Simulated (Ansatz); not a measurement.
A CCSD(T) single point on C₂H₈CuNS, SMILES `C[S+](C)[Cu-][NH2]`.

```yaml
crystal:
  periodic: [false, false, false]
  atoms:
    - {symbol: C, position_ang: [-1.249373, -1.487075, -0.204062]}
    - {symbol: S, position_ang: [0.128433, -0.557093, -0.896445]}
    - {symbol: C, position_ang: [1.481573, -1.200391, 0.100636]}
    - {symbol: Cu, position_ang: [-0.149258, 1.508385, -0.311484]}
    - {symbol: N, position_ang: [-0.525431, 3.229560, 0.154316]}
    - {symbol: H, position_ang: [-1.345471, -1.303338, 0.865307]}
    - {symbol: H, position_ang: [-2.150311, -1.143072, -0.710552]}
    - {symbol: H, position_ang: [-1.107516, -2.550975, -0.398283]}
    - {symbol: H, position_ang: [1.301535, -1.027471, 1.160967]}
    - {symbol: H, position_ang: [2.381699, -0.667768, -0.203488]}
    - {symbol: H, position_ang: [1.605977, -2.265849, -0.097124]}
    - {symbol: H, position_ang: [-0.167707, 3.510463, 1.060539]}
    - {symbol: H, position_ang: [-0.183750, 3.919723, -0.505528]}
basis:
  gaussian: {orbitals: def2-SVP}
correlation: {method: ccsd_t, frozen_orbitals: {C: 1, Cu: 9, H: 0, "N": 1, S: 5}}
```

```sh
$ ansatz run in.yaml --threads 8 --pin off --events-out ev --progress --plain --max-ram 18278MiB
```

Output of Ansatz, abridged:

```
Functional definition: HF
1357 factors; integrals over basis functions are off by at most 1.4e-3 eV
mean field evaluation 1: about -59062.9726 eV, gradient 6.2e1 eV
mean field evaluation 2: about -59063.2484 eV, gradient 6.3e1 eV
mean field evaluation 4: about -59070.9624 eV, gradient 9.5e0 eV
mean field evaluation 8: about -59071.2028 eV, gradient 6.5e-1 eV
mean field evaluation 16: about -59071.2061 eV, gradient 2.0e-6 eV
mean field -59071.20609290 eV, -2170.8267840126 hartree, gradient 2.0e-6 eV, S^2 0.000000; 0 other end points of the search recorded, 0 dependent functions left out
17 core orbitals not correlated: weight in the atoms' cores, before any rotation towards them, 1.000 or more for the frozen orbitals, at most 0.000 for the correlated occupied ones
reference -59071.20609290 eV, -2170.8267840126 hartree; 19, 19 occupied and 95, 95 virtual orbitals, 1357 factors
second order -25.77387217 eV of doubles, -0.00000000 eV of singles
cycle   1  -24.81918125 eV  change    9.5e-1 eV  update   2.0e-1
cycle   2  -25.77772039 eV  change   -9.6e-1 eV  update   1.2e-1
cycle   3  -26.06531533 eV  change   -2.9e-1 eV  update   4.7e-2
cycle   4  -26.10930290 eV  change   -4.4e-2 eV  update   2.2e-2
cycle   5  -26.08438579 eV  change    2.5e-2 eV  update   1.2e-2
cycle   6  -26.07982365 eV  change    4.6e-3 eV  update   4.7e-3
cycle   7  -26.07939762 eV  change    4.3e-4 eV  update   1.8e-3
cycle   8  -26.07834927 eV  change    1.0e-3 eV  update   6.7e-4
cycle   9  -26.07803878 eV  change    3.1e-4 eV  update   3.1e-4
cycle  10  -26.07836132 eV  change   -3.2e-4 eV  update   1.7e-4
cycle  11  -26.07839914 eV  change   -3.8e-5 eV  update   9.7e-5
cycle  12  -26.07828499 eV  change    1.1e-4 eV  update   4.6e-5
cycle  13  -26.07828623 eV  change   -1.2e-6 eV  update   2.5e-5
perturbative correction -0.96337359 eV, -0.0354033264 hartree
Total energy: -59098.24775272 eV, -2171.8205466815 hartree
```

It took 8 s on 8 threads of an Arm Neoverse V2 on a shared host, with 0.84 GiB of host memory at the peak.

Correlation energy per correlated electron: -0.712 eV. T1 diagnostic: 0.0215.
